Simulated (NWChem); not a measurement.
Everything below was run with NWChem. System: C2HF3, charge 1, spin multiplicity 2, at the geometry of a parent with another charge or spin, in a state set for the comparison that need not be this species' ground state. Its SCF solution wasn't tested for a lower state.

Input file:

```
start mol
memory heap 200 mb stack 900 mb global 1100 mb
charge 1
geometry units angstroms nocenter noautoz
  F     -0.767947     1.724525     0.000000
  C      0.309594     0.935693     0.000000
  C      0.193124    -0.391354     0.000000
  F     -0.944609    -1.048786     0.000000
  F      1.235363    -1.198194     0.000000
  H      1.278423     1.436055     0.000000
  symmetry group Cs
end
basis spherical
  * library def2-svpd
end
dft
  xc xpbe96 cpbe96
  odft
  mult 2
  semidirect memsize 60000000 filesize 0
  iterations 100
end
task dft energy
```

The output up to the point where the run's verdict is printed (cleaned and shortened):

```
             Northwest Computational Chemistry Package (NWChem) 7.3.0
             --------------------------------------------------------

                                NWChem Input Module
                                -------------------

 Scaling coordinates for geometry "geometry" by  1.889725989
 (inverse scale =  0.529177249)

 Turning off AUTOSYM since
 SYMMETRY directive was detected!

                             Geometry "geometry" -> ""
                             -------------------------

 Output coordinates in angstroms (scale by  1.889725989 to convert to a.u.)

  No.       Tag          Charge          X              Y              Z
 ---- ---------------- ---------- -------------- -------------- --------------
    1 F                    9.0000    -0.76794700     1.72452500     0.00000000
    2 C                    6.0000     0.30959400     0.93569300     0.00000000
    3 C                    6.0000     0.19312400    -0.39135400     0.00000000
    4 F                    9.0000    -0.94460900    -1.04878600     0.00000000
    5 F                    9.0000     1.23536300    -1.19819400     0.00000000
    6 H                    1.0000     1.27842300     1.43605500     0.00000000

 Effective nuclear repulsion energy (a.u.)     172.9629624941

            Nuclear Dipole moment (a.u.)
            ----------------------------
        X                 Y               Z
 ---------------- ---------------- ----------------
    -0.0000113384    -0.0000113384     0.0000000000

      Symmetry information
      --------------------

 Group name             Cs
 Group number              2
 Group order               2
 No. of unique centers     6

      Symmetry unique atoms

     1    2    3    4    5    6


 Summary of "ao basis" -> "" (spherical)
 ------------------------------------------------------------------------------
       Tag                 Description            Shells   Functions and Types
 ---------------- ------------------------------  ------  ---------------------
 *                         def2-svpd                  on all atoms

  pbe96 is a nonlocal functional; adding pw91lda local functional.
[...]
 d= 0,ls=0.5,diis    75   -375.1585542725  8.39D-07  3.72D-06  1.58D-04    37.3
                                                     1.25D-05  1.51D-04
 d= 0,ls=0.5,diis    76   -375.1585630755 -8.80D-06  2.65D-06  1.40D-04    37.7
                                                     1.19D-05  1.37D-04
 d= 0,ls=0.5,diis    77   -375.1585709835 -7.91D-06  1.40D-05  1.28D-04    38.2
                                                     1.75D-05  1.25D-04
 d= 0,ls=0.5,diis    78   -375.1585919644 -2.10D-05  2.07D-05  8.34D-05    38.7
                                                     2.32D-05  8.43D-05
 d= 0,ls=0.5,diis    79   -375.1586151999 -2.32D-05  8.68D-06  3.55D-05    39.2
                                                     1.82D-05  4.00D-05
 d= 0,ls=0.5,diis    80   -375.1586265761 -1.14D-05  5.23D-06  1.99D-05    39.7
                                                     1.81D-05  2.38D-05
 d= 0,ls=0.5,diis    81   -375.1586352853 -8.71D-06  1.60D-05  9.40D-06    40.1
                                                     1.57D-05  1.31D-05
 d= 0,ls=0.5,diis    82   -375.1586357476 -4.62D-07  2.50D-05  1.84D-05    40.6
                                                     1.68D-05  2.08D-05
 d= 0,ls=0.5,diis    83   -375.1586286029  7.14D-06  1.75D-05  4.57D-05    41.0
                                                     1.24D-05  4.45D-05
 d= 0,ls=0.5,diis    84   -375.1586209036  7.70D-06  1.21D-05  7.15D-05    41.5
                                                     9.61D-06  6.73D-05
 d= 0,ls=0.5,diis    85   -375.1586141656  6.74D-06  3.68D-05  9.31D-05    41.9
                                                     2.81D-05  8.65D-05
 d= 0,ls=0.5,diis    86   -375.1586402043 -2.60D-05  7.21D-06  2.45D-05    42.4
                                                     1.15D-05  2.81D-05
 d= 0,ls=0.5,diis    87   -375.1586405970 -3.93D-07  2.32D-06  3.10D-05    42.9
                                                     1.09D-05  3.31D-05
 d= 0,ls=0.5,diis    88   -375.1586436345 -3.04D-06  1.15D-05  2.86D-05    43.3
                                                     1.05D-05  3.08D-05
 d= 0,ls=0.5,diis    89   -375.1586424812  1.15D-06  2.45D-05  3.74D-05    43.8
                                                     2.24D-05  3.82D-05
 d= 0,ls=0.5,diis    90   -375.1586564827 -1.40D-05  1.56D-05  6.50D-06    44.2
                                                     1.37D-05  9.46D-06
 d= 0,ls=0.5,diis    91   -375.1586567118 -2.29D-07  2.28D-05  1.32D-05    44.7
                                                     1.43D-05  1.46D-05
 d= 0,ls=0.5,diis    92   -375.1586507656  5.95D-06  1.23D-05  3.54D-05    45.2
                                                     8.55D-06  3.35D-05
 d= 0,ls=0.5,diis    93   -375.1586466614  4.10D-06  1.35D-05  4.95D-05    45.6
                                                     1.28D-05  4.60D-05
 d= 0,ls=0.5,diis    94   -375.1586550285 -8.37D-06  2.15D-05  2.77D-05    46.0
                                                     1.32D-05  2.76D-05
 d= 0,ls=0.5,diis    95   -375.1586453844  9.64D-06  1.02D-05  5.91D-05    46.5
                                                     7.26D-06  5.38D-05
 d= 0,ls=0.5,diis    96   -375.1586404246  4.96D-06  2.06D-05  7.45D-05    46.9
                                                     1.61D-05  6.75D-05
 d= 0,ls=0.5,diis    97   -375.1586540640 -1.36D-05  3.16D-05  3.63D-05    47.3
                                                     2.40D-05  3.53D-05
 d= 0,ls=0.5,diis    98   -375.1586674857 -1.34D-05  8.10D-06  4.03D-06    47.8
                                                     1.33D-05  5.72D-06
 d= 0,ls=0.5,diis    99   -375.1586708286 -3.34D-06  5.30D-06  5.80D-07    48.2
                                                     1.11D-05  1.82D-06
 d= 0,ls=0.5,diis   100   -375.1586724235 -1.59D-06  1.55D-05  5.64D-07    48.7
                                                     1.15D-05  1.60D-06
```

Convergence was not reached. The next line reads: Calculation failed to converge. NWChem stopped with the message: dft energy failed.
